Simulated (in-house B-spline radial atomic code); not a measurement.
A radial electron density 4πr²n(r) was computed for an atom or ion in its tabulated ground configuration with a B-spline radial code for spherical atoms; method: non-relativistic OLYP, spin-polarised, spherical fractional occupations. Columns: r (bohr), 4πr²n(r) (electrons per bohr), bar.

```
  0.0291  0.02441 #
  0.0328  0.03056 #
  0.0369  0.03804 ##
  0.0416  0.04744 ##
  0.0468   0.0588 ##
  0.0527  0.07281 ###
  0.0594  0.09003 ####
  0.0668   0.1105 #####
  0.0753   0.1357 ######
  0.0848   0.1656 #######
  0.0954   0.2008 ########
   0.107    0.241 ##########
   0.121   0.2913 ############
   0.136   0.3463 ##############
   0.153   0.4091 #################
   0.173   0.4824 ####################
   0.195   0.5607 #######################
   0.219   0.6418 ##########################
   0.247    0.729 ##############################
   0.278   0.8147 #################################
   0.313   0.8965 #####################################
   0.352   0.9686 ########################################
   0.397    1.028 ##########################################
   0.447    1.065 ############################################
   0.503    1.076 ############################################
   0.566    1.057 ###########################################
   0.638    1.006 #########################################
   0.718   0.9236 ######################################
   0.809   0.8135 #################################
   0.911    0.685 ############################
    1.03   0.5438 ######################
    1.15   0.4204 #################
     1.3   0.2972 ############
    1.46    0.201 ########
    1.65   0.1237 #####
    1.86  0.07099 ###
    2.09  0.03781 ##
    2.35   0.0181 #
    2.65 0.007517
```

Problem. Which atom or ion is it?
A. He+
B. Be3+
C. He
D. Li+

Solution. A. The area under the curve, ∫4πr²n dr = ∫r·4πr²n d(ln r) on this logarithmic grid, is 1 electrons; among the options with that count, the innermost peak, which lies near 1/Z bohr, picks Z = 2. The configuration is 1s1.
